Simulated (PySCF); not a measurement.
Z-matrix (Å, degrees):
```
N
H 1 1.0043
C 1 1.3676 2 117.32
N 3 1.2736 1 128.92 2 169.79
H 4 1.0194 3 112.48 1 -1.51
H 3 1.0906 4 118.40 5 179.83
C 1 1.4453 2 118.14 3 164.11
H 7 1.0880 1 109.09 2 16.28
H 7 1.0930 8 108.00 1 -120.47
H 7 1.0957 8 108.56 9 -117.03
```
Charge 0, spin multiplicity 1.

Task: Estimate the LUMO, HOMO, HOMO–LUMO gap, total energy and dipole moment that PBE-D3(BJ)/def2-TZVP // B3LYP-D3(BJ)/def2-TZVP run with PySCF returns for this input.

Result: 
| Property | Value |
|---|---|
| LUMO | -0.02 eV |
| HOMO | -5.49 eV |
| HOMO–LUMO gap | 5.47 eV |
| total energy | -5147.13 eV |
| dipole moment | 3.86 D |
